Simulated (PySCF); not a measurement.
Calculation: PBE-D3(BJ)/def2-TZVP // CAM-B3LYP-D3(BJ)/def2-TZVP (PySCF). All species are isolated molecules in the gas phase. One relaxed conformer stands for a flexible species; it need not be the lowest. 

Reference species (SMILES): `[SH][In]([SH])[SH]` (neutral, multiplicity 1).

```json
{
  "HOMO": "-6.39 eV",
  "LUMO": "-2.57 eV",
  "HOMO–LUMO gap": "3.82 eV"
}
```

After one change: the HOMO rises by 0.11 eV; the LUMO rises by 0.19 eV; the HOMO–LUMO gap rises by 0.08 eV.

### Question
What was changed between the two runs? The new species is one of these.
A) `[InH3]`
B) `[SH][InH2]`
C) `[SH][InH][SH]` (H–S–In–S torsion 180°, S–In–S–H torsion 0°)

### Answer
B, `[SH][InH2]`
